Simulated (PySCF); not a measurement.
Ionisation energy of Sc⁺ by level of theory

Sc⁺ [Ar] 3d1 4s1 (3D) → Sc²⁺ [Ar] 3d1 (2D), as a difference of total energies. Calculation: PySCF 2.14, in x2c-TZVPall; scalar relativity by spin-free X2C-1e. Correlated levels: valence: [Ar] frozen. The calculations carry no spin-orbit coupling.

```csv
method,ionisation energy (eV)
UHF,12.228
PBE,13.107
LDA,13.268
MP2 (valence),12.301
SCS-MP2 (valence),12.252
```

Question: How much does correlation contribute at MP2 (valence)?

Answer: 12.301 − (12.228) = 0.073 eV, measured against UHF.

The reference lies between the lowest fine-structure levels, while these numbers refer to the centres of the terms.

Errors of the correlated levels include the incompleteness of this basis and the frozen core.

For comparison: 12.800 eV (measured; NIST Atomic Spectra Database, ionization energies).
